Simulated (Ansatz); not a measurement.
Total energies of CH₆O₂SSi, SMILES `OC(S)O[SiH3]`.

Z-matrix (Å, degrees):
```
C
S 1 1.818
O 1 1.393 2 114.1
O 1 1.382 2 109.1 3 121.7
H 1 1.101 2 104.1 3 -118.9
H 2 1.344 1 94.5 3 -66.8
Si 3 1.661 1 124.3 2 -41.9
H 4 0.964 1 106.8 2 -164.8
H 7 1.482 3 104.0 1 -161.1
H 7 1.482 3 112.1 1 80.4
H 7 1.486 3 110.6 1 -42.7
```

Charge 0, multiplicity 1. All single points use the PBE0-D4/def2-TZVP geometry. It is one conformer, not always the lowest. Basis def2-TZVPP, the Gaussian-basis code of Ansatz.

RPA on PBE orbitals: Hartree–Fock energy of these orbitals -877.61090 Eh, correlation -1.55487 Eh (frozen core).

```
             functional  energy without D4 (Eh)  D4 term (kJ/mol)
            LDA (SPW92)              -875.98503                 –
                   BLYP              -879.91731             -55.4
                   PBE0              -879.50206             -21.1
                  B3LYP              -880.01534             -40.5
                r2SCANh              -879.80750              -6.5
                r2SCAN0              -879.78697              -7.2
HSE06 (plane-wave form)              -879.47895             -19.7
                  BHLYP              -879.87177             -30.6
                LC-ωPBE              -879.65842                 –
                 B2PLYP              -879.59151                 –
```

**Question.** Give the same for PBE, revPBE, r2SCAN, B97M-V, CAM-B3LYP, ωB97X-V, ωB97M-V, PBE-QIDH. (An estimate is asked.)

**Answer.** The calculation gave: 
```csv
functional,energy without D4 (Eh),D4 term (kJ/mol)
PBE,-879.43508,-25.0
revPBE,-879.77242,-77.3
r2SCAN,-879.82211,-6.1
B97M-V,-879.75087,–
CAM-B3LYP,-879.92266,-21.5
ωB97X-V,-879.80744,–
ωB97M-V,-879.86324,–
PBE-QIDH,-879.30834,–
```

B3LYP takes the VWN-RPA correlation (the form of Gaussian; ORCA's B3LYP/G). HSE06 is the plane-wave form, built on full-range PBE exchange. The double hybrids freeze the cores in their second-order part.

LC-ωPBE has ω = 0.4 bohr⁻¹.
